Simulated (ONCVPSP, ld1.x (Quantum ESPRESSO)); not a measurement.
**Potentials for cobalt (Co) compared**

Generated with ld1.x 7.5 (TM, RRKJ, ultrasoft, PAW), atompaw 4.2 or ONCVPSP 4.0.1. The cutoff is in Ry: for ld1.x and atompaw files where the sum of valence levels is converged to 10 mRy in a Bessel basis, for ONCV files where the hardest occupied wave has 1 mHa per electron of residual kinetic energy. The error is the largest all-electron minus pseudo excitation energy over each file’s own four to seven test configurations (ionisations up to +4, promotions, holes and added fractions of an electron), all of which were solved. The labels leave out finer settings (local radius, basis sizes, second energies), which also bear on the numbers. Spin-polarised tests are not counted. The rows are a selection from randomly drawn settings: files with unsolved tests, undetermined cutoffs or missed reference levels are left out.

A true bound ghost makes a file unfit for plane-wave use even where its test errors are small: the radial tests pick states by their node count and pass the ghost by.

| potential | cutoff (Ry) | largest error (meV) | bound ghosts |
| --- | --- | --- | --- |
| ONCV, LDA (Perdew-Zunger), scalar-relativistic, rc 1.85/0.85/1.05/2.00 (spdf), local smoothed, core correction no, reference 3p6 3d7 4s1.5, qcut 4.5/9/17.2/5.6, projectors 3/2/1/3 | 205 | -26 | s |
| ONCV, BLYP, scalar-relativistic, rc 0.75/1.15/1.30 (spd), local smoothed, core correction yes, reference 3s2 3p6 3d7, qcut 9.4/13.4/13, projectors 2/3/3 | 356 | +42 | none |
| TM, PBE, scalar-relativistic, rc 2.25/2.70/1.50/2.95 (spdf), local s, core correction no, reference 3d8 4s1 4p0 | 110 | -1081 | none |
| ONCV, LDA (Perdew-Zunger), scalar-relativistic, rc 1.50/1.25/1.10 (spd), local smoothed, core correction yes, reference 3s2 3p6 3d7 4s2, qcut 7.2/13.7/16.8, projectors 2/2/2 | 194 | -7.5 | none |
| ONCV, PBE, scalar-relativistic, rc 2.30/2.40/1.40 (spd), local smoothed, core correction yes, reference 3d7 4s1.5, qcut 2.4/2.8/9, projectors 3/2/2 | 82 | +57 | none |

Fill in the row for Co: ONCV, PBEsol, fully relativistic, rc 1.00/1.65/1.40/1.45 (spdf), local smoothed, core correction yes, reference 3s2 3p6 3d7 4s1.5 4p0.5, qcut 15.1/7/12.8/8.3, projectors 2/2/1/3.

cutoff 136 Ry, largest error +9.5 meV, bound ghosts: none.

Fill in the row for Co: ONCV, PBE, scalar-relativistic, rc 1.15/1.15/1.65 (spd), local smoothed, core correction no, reference 3s2 3p6 3d7 4s0.5, qcut 8.3/10.2/8.8, projectors 2/2/2.

cutoff 75 Ry, largest error +17 meV, bound ghosts: none.
